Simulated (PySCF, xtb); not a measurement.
H6NSi2, SMILES [SiH3][N][SiH3], multiplicity 2.

Harmonic wavenumbers (cm⁻¹) from GFN2-xTB (xtb 6.7.1) at its own minimum, in rising order: 6, 49, 51, 480, 486, 509, 514, 559, 748, 748, 757, 758, 760, 779, 1220, 2157, 2160, 2163, 2167, 2196, 2199.

Task: What does PySCF with PBE0-D3(BJ)/def2-SVP give at its own minimum? (An estimate is asked for; the answer gives what the named calculation found.)

Result: 57, 64, 108, 537, 582, 668, 678, 706, 891, 898, 921, 938, 962, 991, 1055, 2199, 2204, 2206, 2208, 2234, 2237. Paired by order, the mean absolute difference is 105 cm⁻¹ and the zero-point energies are 30.7 and 33.4 kcal/mol.
